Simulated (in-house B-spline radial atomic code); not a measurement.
Response of P IV (P3+) as one setting changes: the radius of a hard wall (bohr). Method: PBE. A dash marks a strongly mixed or unbound state. A box has no continuum, so excitations may lie above minus the highest level. Computed with an all-electron radial atomic-structure program (B-spline basis): linear response of the closed shell [Ne] 3s2 with the functional's adiabatic kernel; non-relativistic, point nucleus, no spin-orbit coupling, no double excitations, S, P, D and F terms only.

```csv
radius of a hard wall (bohr),lowest 1P (eV),"lowest 3P, Tamm-Dancoff (eV)",minus highest occupied level (eV),α (bohr³)
2.5,3s → 3p 16.568,3s → 3p 10.124,34.57,3.123
3,3s → 3p 14.915,3s → 3p 9.140,41.68,4.373
3.5,?,?,?,?
4,3s → 3p 13.382,3s → 3p 8.284,45.08,6.064
4.5,3s → 3p 13.131,3s → 3p 8.161,45.38,6.426
5.5,3s → 3p 12.982,3s → 3p 8.096,45.49,6.653
6.5,3s → 3p 12.963,3s → 3p 8.089,45.50,6.682
8,3s → 3p 12.961,3s → 3p 8.089,45.50,6.685
10,?,?,?,?
15,3s → 3p 12.961,3s → 3p 8.089,45.50,6.685
```

Task: What belongs in the row for 10?

Result: lowest 1P (eV): 3s → 3p 12.961; lowest 3P, Tamm-Dancoff (eV): 3s → 3p 8.089; minus highest occupied level (eV): 45.50; α (bohr³): 6.685.

Task: What belongs in the row for 3.5?

Result: lowest 1P (eV): 3s → 3p 13.912; lowest 3P, Tamm-Dancoff (eV): 3s → 3p 8.568; minus highest occupied level (eV): 44.20; α (bohr³): 5.393.
